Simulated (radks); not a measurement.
Problem. Radial electron density D(r) = 4 pi r^2 rho(r) of an atom or ion with 44 electrons. All-electron calculation, Dirac Kohn-Sham, LDA (Slater exchange, Perdew-Wang correlation), spin-unpolarised, spherical densities, point nucleus. Program: a radial shooting solver on a logarithmic mesh with Libxc functionals.

r (bohr),D(r) (e/bohr)
0.002442,6.243
0.003256,9.902
0.004309,15.12
0.005701,22.37
0.007604,31.98
0.01006,42.78
0.01342,53.50
0.01775,60.61
0.02349,61.84
0.03133,57.46
0.04146,53.62
0.05529,58.40
0.07316,71.09
0.0968,77.69
0.1291,66.85
0.1708,53.81
0.2278,57.92
0.3015,61.66
0.3989,42.56
0.532,20.43
0.7039,17.44
0.9388,17.64
1.242,10.70
1.644,4.041
2.192,1.265
2.9,0.5165
3.869,0.1775
5.119,0.03117
6.773,0.001916

What is the nuclear charge?

Solution. Z = 48. The innermost maximum, from 1s, lies near gamma/Z bohr with gamma = sqrt(1 - (Z/c)^2) = 0.937, here 0.0195 bohr (found: 0.0215), and its height grows with Z. The density is that of the cadmium ion Cd4+ in [Ar] 3d10 4p6 4d8 4f2; the configuration itself is not fixed sharply by these data, and Z only to a few units. D(r) has 4 maxima, at r = 0.0215, 0.0945, 0.281, 0.833 bohr, and minima at 0.0425, 0.184, 0.639 bohr, inside which lie 2.04, 11.22, 29.24 electrons.
